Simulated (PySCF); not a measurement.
The numbers are results of PBE-D3(BJ)/def2-TZVP // r2SCAN-D4/def2-TZVP in PySCF, not measurements. Gas-phase values, no solvent. One relaxed conformer stands for a flexible species; it need not be the lowest. Excitations are Tamm–Dancoff values on a coarser integration grid. The basis has no diffuse functions, so Rydberg states are missing or too high.

Reference species (SMILES): `[CH3][Al]([OH])[OH]` (O–Al–O–H torsion -1°, O–Al–O–H torsion 1°) (neutral, multiplicity 1).

```json
{
 "brightest of the four lowest singlets (TDA)": "6.73 eV",
 "HOMO–LUMO gap": "6.21 eV"
}
```

Changed species: `[OH][Al]([OH])[OH]` (3 of 3 CH3 replaced by OH; the reference has 2 of 3 CH3 replaced by OH).

What does the change do to the brightest of the four lowest singlets (TDA) and HOMO–LUMO gap?

the brightest of the four lowest singlets (TDA) rises by 0.13 eV, to 6.86 eV; the HOMO–LUMO gap drops by 0.23 eV, to 5.98 eV.
